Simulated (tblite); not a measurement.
Species: C₇H₁₃O₂P.
SMILES with atom numbers: `[CH2:1]=[CH:2][P:3]([CH2:4][CH2:5][CH3:6])[C:7](=[O:8])[O:9][CH3:10]` (hydrogens: H11, H12 on C1; H13 on C2; H14, H15 on C4; H16, H17 on C5; H18, H19, H20 on C6; H21, H22, H23 on C10)

Computed with GFN2-xTB (tblite), gas phase: L-BFGS steps from a force-field or distance-geometry start until the largest atomic force falls under 0.01 eV/Å.

Step 152: E = -877.1592 eV
```
atom  x, y, z in Å  |  force x, y, z in eV/Å
C1      0.6239   -2.4097   -0.0466    0.011  -0.022  -0.004
C2      0.8153   -1.3629   -0.8329    0.036  -0.006   0.019
P3     -0.0874    0.2150   -0.8192   -0.027  -0.021   0.024
C4     -1.0417    0.1720    0.7793    0.030   0.003  -0.005
C5     -2.3488   -0.6093    0.6871   -0.027   0.019   0.003
C6     -3.3345    0.0395   -0.2723    0.001   0.019  -0.005
C7      1.2821    1.2719   -0.1680    0.008   0.073  -0.003
O8      1.1011    2.1957    0.5820    0.005  -0.049   0.012
O9      2.4494    0.9360   -0.7102   -0.025   0.034   0.036
C10     3.5936    1.7164   -0.3638   -0.018  -0.023  -0.047
H11     1.1865   -3.3212   -0.1757    0.020   0.017  -0.009
H12    -0.0926   -2.4175    0.7567   -0.008   0.009   0.006
H13     1.5380   -1.4073   -1.6391    0.020  -0.020   0.000
H14    -0.3975   -0.2315    1.5674   -0.009   0.002  -0.015
H15    -1.2499    1.2198    1.0187    0.009  -0.027   0.015
H16    -2.7913   -0.6604    1.6856   -0.013  -0.012   0.006
H17    -2.1569   -1.6314    0.3539    0.012   0.009   0.010
H18    -2.8970    0.0993   -1.2678   -0.011   0.004   0.002
H19    -3.5842    1.0462    0.0548    0.010   0.001  -0.001
H20    -4.2502   -0.5445   -0.3261   -0.008   0.011  -0.029
H21     3.2841    2.6039    0.1915    0.001  -0.036  -0.004
H22     4.0912    2.0023   -1.2893    0.006  -0.001  -0.011
H23     4.2619    1.1044    0.2441   -0.023   0.016   0.001
```

Step 153: E = -877.1599 eV
```
atom  x, y, z in Å  |  force x, y, z in eV/Å
C1      0.6180   -2.4125   -0.0509    0.014  -0.005  -0.010
C2      0.8182   -1.3618   -0.8302    0.019  -0.011   0.021
P3     -0.0849    0.2162   -0.8131    0.013  -0.008   0.019
C4     -1.0434    0.1709    0.7815   -0.003   0.000   0.013
C5     -2.3523   -0.6082    0.6902   -0.009   0.000   0.001
C6     -3.3329    0.0361   -0.2773   -0.001   0.016   0.002
C7      1.2872    1.2705   -0.1566   -0.021   0.074   0.031
O8      1.1102    2.1864    0.6046    0.001  -0.064  -0.014
O9      2.4511    0.9398   -0.7074   -0.021   0.009   0.004
C10     3.5967    1.7212   -0.3711   -0.007  -0.009  -0.021
H11     1.1773   -3.3255   -0.1814    0.026   0.010  -0.008
H12    -0.1027   -2.4196    0.7483   -0.011   0.002   0.012
H13     1.5440   -1.4045   -1.6336    0.021  -0.016   0.002
H14    -0.4037   -0.2311    1.5734    0.009  -0.003  -0.011
H15    -1.2540    1.2181    1.0187    0.017  -0.004   0.022
H16    -2.7975   -0.6522    1.6883   -0.012  -0.004  -0.006
H17    -2.1610   -1.6336    0.3661    0.005   0.014   0.003
H18    -2.8904    0.0902   -1.2711   -0.017   0.005   0.008
H19    -3.5843    1.0439    0.0443    0.018   0.015  -0.004
H20    -4.2494   -0.5461   -0.3313   -0.012  -0.004  -0.035
H21     3.2907    2.6097    0.1843   -0.005  -0.025  -0.004
H22     4.0869    2.0047   -1.3010    0.010   0.001  -0.014
H23     4.2713    1.1143    0.2353   -0.033   0.006  -0.009
```

Question: Estimate the geometry and energy of step 154. (The exact step hangs on the optimiser's Hessian estimate; all steps are aligned on step 153, rigid shifts and turns removed.)

Answer: E = -877.1602 eV, largest force 0.034 eV/Å
```
atom  x, y, z in Å  |  force x, y, z in eV/Å
C1      0.6177   -2.4138   -0.0525    0.010   0.000   0.002
C2      0.8209   -1.3618   -0.8289    0.007  -0.003   0.012
P3     -0.0850    0.2146   -0.8119    0.033   0.005   0.006
C4     -1.0434    0.1704    0.7818   -0.019   0.000   0.024
C5     -2.3535   -0.6076    0.6914    0.009  -0.008   0.003
C6     -3.3321    0.0366   -0.2777   -0.009   0.002  -0.003
C7      1.2869    1.2713   -0.1559   -0.028   0.016   0.003
O8      1.1111    2.1852    0.6065   -0.014  -0.015   0.021
O9      2.4501    0.9401   -0.7071   -0.020  -0.005  -0.015
C10     3.5957    1.7211   -0.3725   -0.001   0.000  -0.010
H11     1.1774   -3.3262   -0.1831    0.026   0.001  -0.004
H12    -0.1049   -2.4203    0.7454   -0.005  -0.005   0.007
H13     1.5476   -1.4036   -1.6315    0.021  -0.013   0.004
H14    -0.4040   -0.2304    1.5745    0.009  -0.006  -0.008
H15    -1.2547    1.2175    1.0176    0.022   0.003   0.024
H16    -2.7989   -0.6513    1.6894   -0.013   0.003  -0.007
H17    -2.1616   -1.6333    0.3692   -0.001   0.006  -0.004
H18    -2.8879    0.0891   -1.2712   -0.023   0.009   0.018
H19    -3.5827    1.0445    0.0437    0.016   0.019  -0.009
H20    -4.2496   -0.5448   -0.3327    0.001   0.004  -0.034
H21     3.2900    2.6089    0.1836   -0.006  -0.011  -0.004
H22     4.0853    2.0049   -1.3025    0.012   0.001  -0.017
H23     4.2708    1.1157    0.2345   -0.027  -0.004  -0.010
```

The energy changes by -0.0003 eV. The first-order estimate −F·Δx gives -0.0005 eV and the mean of the old and new forces, exact on a quadratic surface, -0.0003 eV. The step makes an angle of 72° with the force vector and moves no atom by more than 0.004 Å.

What follows is the cost of the whole relaxation. Hardware: one thread, Arm Neoverse N1 (aarch64), no GPU (shared host). Cost: 3.8 s of wall time.
